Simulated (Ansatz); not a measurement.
System: 1-fluorobutane, C4H9F, charge 0, multiplicity 1. SMILES: CCCCF
Structure (B3LYP-D3(BJ)/def2-TZVP (Ansatz, a program for electronic structure) minimum search):
```xyz
14

C      2.3825    -0.0633     0.1131
C      0.9360    -0.5022    -0.0928
C     -0.0194     0.6772    -0.2610
C     -1.4626     0.2688    -0.4475
F     -1.9331    -0.3902     0.6964
H      2.7424     0.5242    -0.7353
H      2.4809     0.5554     1.0083
H      3.0459    -0.9220     0.2286
H      0.6081    -1.1071     0.7555
H      0.8683    -1.1463    -0.9758
H      0.0489     1.3417     0.6059
H      0.2721     1.2722    -1.1342
H     -2.1090     1.1347    -0.6063
H     -1.5790    -0.4245    -1.2850
```

Quantity: vertical ionisation energy (to the doublet state of charge +1; each state is the SCF solution reached for its spin; for the doublet T1 is 0.051), in eV. Valence correlation only, unless marked. UHF or UKS for open shells. Spin-orbit coupling is left out. No relativistic terms. Basis-set limits of correlation are two-point, X^-3; Hartree-Fock from the larger set. The bracket is a focal-point correction in the basis named.

| level | program | vertical ionisation energy (eV) |
|---|---|---|
| PBE/def2-TZVPD | Ansatz | 10.60 |
| r2SCAN/def2-TZVPD | Ansatz | 10.82 |
| B3LYP/def2-TZVPD | Ansatz | 11.17 |
| BHLYP/def2-TZVPD | Ansatz | 11.59 |
| wB97M-V/def2-TZVPD | Ansatz | 11.53 |
| B2PLYP/def2-TZVPD | Ansatz | 11.40 |
| MP2/aug-cc-pVDZ | Ansatz | 11.93 |
| SCS-MP2/aug-cc-pVTZ | Ansatz | 12.07 |
| CCSD/aug-cc-pVDZ | Ansatz | 11.75 |
| RI-MP2/CBS(aug-cc-pVTZ,aug-cc-pVQZ)+[CCSD(T)-MP2]/aug-cc-pVTZ | Ansatz | 11.85 |
